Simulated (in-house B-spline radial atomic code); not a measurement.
Configurations of the tellurium ion Te⁷⁺, with energies counted from [Kr] 4d9. Method: scalar-relativistic (X2C) revTPSS, spin-polarised, spherical fractional occupations, Fermi nucleus of rms radius 4.7423 fm. Calculated with an all-electron radial atomic-structure program (B-spline basis). Shells without spins written out take the highest spin.

Occupations are held fixed; configurations that lie above the ionisation limit could autoionise.

```
                                                   configuration  E - E(ref) (eV)  highest orbital  its <r> (bohr)
                          [Kr] 4d(3 up, 5 down) 4f(0 up, 1 down)           72.904          4f down           1.307
                                                    [Kr] 4d8 5d1           80.249            5d up           2.192
                                                    [Kr] 4d8 5f1            101.2            5f up           2.899
                                       [Ar] 3d10 4s2 4p5 4d9 5s1           119.73            5s up           1.656
                                       [Ar] 3d10 4s2 4p5 4d9 5p1           134.77            5p up           1.821
[Ar] 3d10 4s2 4p(2 up, 3 down) 4d(4 up, 5 down) 5f(0 up, 1 down)           177.17          5f down           2.889
                                        [Ar] 3d9 4s2 4p6 4d9 5d1           619.02            5d up           2.166
```

(1) Order these further configurations by energy, lowest first.
A. [Ar] 3d10 4s2 4p5 4d10
B. [Ar] 3d10 4s2 4p5 4d9 5d1
C. [Ar] 3d9 4s2 4p6 4d9 5p1
D. [Kr] 4d(4 up, 4 down) 5s(0 up, 1 down)
E. [Ar] 3d9 4s2 4p6 4d10

(2) How far above the reference does [Ar] 3d(5 up, 4 down) 4s2 4p6 4d(5 up, 4 down) 5s(0 up, 1 down) lie?

(3) How far above the reference does [Ar] 3d10 4s2 4p5 4d9 4f1 lie?

Answers

(1) D (45.397 eV), A (75.133 eV), B (156.23 eV), E (534.97 eV), C (597.52 eV).

(2) 582.94 eV; its least bound orbital is 5s down with <r> = 1.652 bohr.

(3) 148.44 eV; its least bound orbital is 4f up with <r> = 1.291 bohr.
